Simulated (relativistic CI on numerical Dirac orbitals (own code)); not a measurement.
**Line list: Electric-dipole lines, Pm LIV**

Calculated at this level of theory: Dirac-Coulomb-Breit CI, separate exchange-only KLI orbitals for each configuration, model QED (radiative potential, 1s self-energy scaled to tabulated hydrogen-like ionisation energies), unscaled Slater integrals (own radial code, finite nucleus).

Configurations in the expansion (outside the closed core 1s2): 2s²2p⁴, 2s2p⁵, 2p⁶, 2p⁵3s, 2p⁵3p, 2p⁵3d, 2s²2p³3s, 2s²2p³3p, 2s²2p³3d, 2s2p⁴3s, 2s2p⁴3p, 2s2p⁴3d, 2s²2p³4s, 2s²2p³4p, 2s²2p³4d, 2s²2p³4f. Levels of other configurations are missing.

```tsv
λ vac (nm)	Lower	Upper	A (s⁻¹)	gf	Branching (%)
0.17833	2s²2p⁴ ³P2 [1]	2s2p⁴3p ³D°3 [88]	1.38e+14	4.61e-01	96.4
0.17969	2s²2p⁴ ³P2 [1]	2s2p⁴3p ³P°2 [86]	2.04e+14	4.94e-01	98.8
0.18325	2s²2p⁴ ³P1 [3]	2s²2p³3d ³D°2 [137]	2.21e+14	5.56e-01	33.5
0.18348	2s²2p⁴ ³P1 [3]	2s²2p³3d ³P°1 [135]	5.41e+14	8.20e-01	80.8
0.18373	2s²2p⁴ ¹D2 [4]	2s²2p³3d ³D°2 [137]	4.38e+14	1.11e+00	66.4
0.18374	2s²2p⁴ ¹D2 [4]	2s²2p³3d ¹F°3 [136]	3.09e+14	1.09e+00	99.8
0.18394	2s²2p⁴ ³P2 [1]	2s²2p³3d ³P°1 [64]	8.07e+14	1.23e+00	94.5
0.18397	2s²2p⁴ ³P2 [1]	2s²2p³3d ³D°3 [63]	4.91e+14	1.74e+00	99.4
0.18403	2s²2p⁴ ³P2 [1]	2s²2p³3d ³P°2 [62]	6.43e+14	1.63e+00	99.9
0.18433	2s²2p⁴ ¹S0 [2]	2s²2p³3d ³D°1 [71]	6.66e+14	1.02e+00	84.3
0.18436	2s²2p⁴ ¹D2 [4]	2s2p⁴3p ³F°3 [133]	4.87e+14	1.74e+00	99.6
0.18456	2s2p⁵ ³P°2 [5]	2s2p⁴3d ³D3 [172]	5.03e+14	1.80e+00	99.5
0.18456	2s2p⁵ ³P°2 [5]	2s2p⁴3d ³P2 [171]	5.25e+14	1.34e+00	95.0
0.18457	2s2p⁵ ¹P°1 [6]	2s2p⁴3d ¹P1 [185]	5.31e+14	8.14e-01	80.5
0.18464	2s2p⁵ ³P°2 [5]	2s2p⁴3d ³D2 [169]	2.67e+14	6.82e-01	88.5
0.18473	2s2p⁵ ¹P°1 [6]	2s2p⁴3d ¹D2 [183]	5.25e+14	1.34e+00	88.2
0.18475	2s2p⁵ ³P°2 [5]	2s2p⁴3d ³S1 [167]	9.06e+14	1.39e+00	99.6
0.18504	2s²2p⁴ ³P2 [1]	2s2p⁴3p ³D°3 [52]	4.89e+14	1.76e+00	99.6
0.18504	2s²2p⁴ ³P2 [1]	2s2p⁴3p ⁵P°2 [51]	2.22e+14	5.70e-01	97.5
0.18513	2s2p⁵ ¹P°1 [6]	2s2p⁴3d ³F2 [180]	4.12e+14	1.06e+00	81.4
0.18569	2s2p⁵ ³P°2 [5]	2s2p⁴3d ⁵F3 [162]	2.74e+14	9.91e-01	98.9
0.19894	2s²2p⁴ ³P1 [3]	2s²2p³3d ³P°2 [81]	4.99e+14	1.48e+00	81.1
0.19898	2s2p⁵ ³P°0 [8]	2s2p⁴3d ³P1 [193]	4.26e+14	7.59e-01	39.9
0.19935	2s²2p⁴ ³P1 [3]	2s²2p³3d ³D°1 [80]	2.72e+14	4.87e-01	50.3
0.19941	2s²2p⁴ ¹D2 [4]	2s²2p³3d ³F°3 [82]	5.92e+14	2.47e+00	99.8
0.19954	2s²2p⁴ ³P0 [7]	2s²2p³3d ³D°1 [145]	1.41e+15	2.52e+00	97.8
0.19958	2s2p⁵ ³P°2 [5]	2s2p⁴3d ³D3 [115]	5.91e+14	2.47e+00	99.4
0.19975	2s²2p⁴ ³P1 [3]	2s²2p³3d ¹P°1 [75]	2.58e+14	4.64e-01	51.3
0.19994	2s²2p⁴ ³P2 [1]	2s²2p³3d ³D°3 [25]	1.01e+15	4.23e+00	100.0
0.20002	2s2p⁵ ³P°1 [9]	2s2p⁴3d ³D2 [194]	1.04e+15	3.11e+00	98.8
0.20004	2s²2p⁴ ¹D2 [4]	2s²2p³3d ¹D°2 [79]	7.89e+14	2.37e+00	98.7
0.20008	2s2p⁵ ³P°1 [9]	2s2p⁴3d ³P1 [193]	6.12e+14	1.10e+00	57.3
0.20009	2s²2p⁴ ³P1 [3]	2s²2p³3d ³D°2 [73]	7.28e+14	2.18e+00	93.3
0.20013	2s²2p⁴ ¹D2 [4]	2s²2p³3d ¹F°3 [78]	6.23e+14	2.62e+00	99.0
0.20038	2s²2p⁴ ³P2 [1]	2s²2p³3d ³D°2 [24]	4.56e+14	1.37e+00	100.0
0.20059	2s²2p⁴ ³P1 [3]	2s²2p³3d ³D°1 [68]	3.08e+14	5.58e-01	55.5
0.20090	2s2p⁵ ³P°2 [5]	2s2p⁴3d ³D2 [109]	2.63e+14	7.96e-01	93.6
0.20093	2s2p⁵ ¹P°1 [6]	2s2p⁴3d ¹D2 [118]	1.08e+15	3.26e+00	96.4
0.20114	2s²2p⁴ ¹S0 [2]	2s²2p³3d ³D°1 [26]	6.24e+14	1.14e+00	92.6
0.20137	2s2p⁵ ¹P°1 [6]	2s2p⁴3d ³P1 [117]	7.16e+14	1.31e+00	99.3
0.20154	2s2p⁵ ³P°1 [9]	2s2p⁴3d ³D1 [182]	6.42e+14	1.17e+00	57.5
0.20159	2s2p⁵ ³P°0 [8]	2s2p⁴3d ³P1 [175]	6.17e+14	1.13e+00	89.4
0.20160	2s2p⁵ ³P°2 [5]	2s2p⁴3d ³D2 [104]	4.14e+14	1.26e+00	93.0
0.20177	2s2p⁵ ³P°2 [5]	2s2p⁴3d ³D3 [103]	4.54e+14	1.94e+00	99.5
0.20191	2s2p⁵ ³P°2 [5]	2s2p⁴3d ³D1 [102]	3.32e+14	6.08e-01	90.2
```

Terms are leading LS components. Brackets give the number of a level in order of energy, since labels repeat. The list gives strong lines, with weight on those to low levels, without lines whose two gauges differ by over a factor of 2.5, among the lowest 200 of 342 levels, so that lines to higher ones, which can be the strongest, are missing. Levels whose partners in the same complex of configurations lie outside the list can be far off, and so can their lines. Rates are taken at the computed energies, electric ones in the length gauge.

At this charge energies of transitions that change n are usually good to better than 1 %, and those within a shell (Δn = 0) to a few per cent.

LS names give the leading component of a level, which can be under half, so a name can repeat, a term be missing and a line seem to break the LS rules.
